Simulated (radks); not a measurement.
Results of a calculation; reference values are marked as such.
Effect of the nuclear size on the zirconium ion Zr2+, [Kr] 4d2. Level of theory: Dirac Kohn-Sham, PBE, spin-unpolarised, spherical densities, finite nucleus; open shells fill j = l - 1/2 first; Fermi nuclear charge, rms radius 4.2694 fm (a radial shooting solver on a logarithmic mesh with Libxc functionals). The rms radius is varied about that value; shifts are against it.

rms radius (fm)  total energy shift (eV)  density at nucleus (e/bohr^3)  1s1/2 shift (meV)  2s1/2 shift (meV)  4s1/2 shift (meV)  5s1/2 (empty) shift (meV)
3.5137                            -0.354                      7.618e+04               -150              -15.8             -0.411                     -0.061
3.8553                            -0.202                      7.549e+04              -85.3              -8.98             -0.234                     -0.035
4.2694                                 0                      7.473e+04              0.000              0.000              0.000                      0.000
4.6921                             0.225                      7.405e+04               95.1               10.0              0.261                      0.039
4.9141                             0.351                      7.371e+04                148               15.6              0.407                      0.061

Slopes of the eigenvalues against <r^2> in GHz/fm^2, as finite differences over the two radii next to the reference (eigenvalue slopes, not the field-shift constants of lines): 1s1/2 6100, 2s1/2 642, 4s1/2 16.7, 5s1/2 (empty) 2.50.
